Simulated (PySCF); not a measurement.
A GIAO shielding run with PySCF (density fitting, non-relativistic, gas phase) on `CC(C)(C)[NH+]1[BH2-][NH2+][BH2-]1`, C4H16B2N2:

```
$ OMP_NUM_THREADS=1 python probes_run.py task.json out

{"job": {"kind": "nmr", "xc": "PBE0", "basis": "pcSseg-1"}, "charge": 0, "multiplicity": 1}
C     -1.617177    -0.407466     1.485774
C     -1.094801    -0.217374     0.063076
C     -1.173370     1.255237    -0.326448
C     -1.909158    -1.059088    -0.917328
N      0.313567    -0.701832     0.023552
B      1.226861    -0.516607    -1.275887
N      2.237837     0.453132    -0.516772
B      1.477513     0.047930     0.824093
H     -1.025654     0.182703     2.200783
H     -2.668726    -0.092460     1.558687
H     -1.562942    -1.466524     1.787289
H     -2.222761     1.583576    -0.305287
H     -0.788188     1.418046    -1.342663
H     -0.607165     1.882889     0.375649
H     -1.514735    -0.956966    -1.938987
H     -2.963006    -0.743530    -0.918669
H     -1.878360    -2.126107    -0.642406
H      0.290944    -1.683691     0.289104
H      1.775039    -1.566640    -1.562630
H      0.663442     0.014956    -2.216008
H      3.216642     0.187816    -0.563610
H      2.160189     1.434742    -0.769766
H      2.136424    -0.751193     1.466606
H      1.102863     1.008868     1.472063
```

Hardware: 1 thread of an Arm Neoverse V2, shared host. The job also computes population analyses, field gradients, ring-centre shieldings.

**Question.** How large is the calculation?

**Answer.** 64 electrons, 216 basis functions and 1100 auxiliary functions.

**Question.** How long does it take, and how much memory does it need?

**Answer.** 32 s of wall time, with 13 SCF cycles and 4 response iterations; peak memory 1 GiB. Times on a shared host scatter by some tens of per cent.
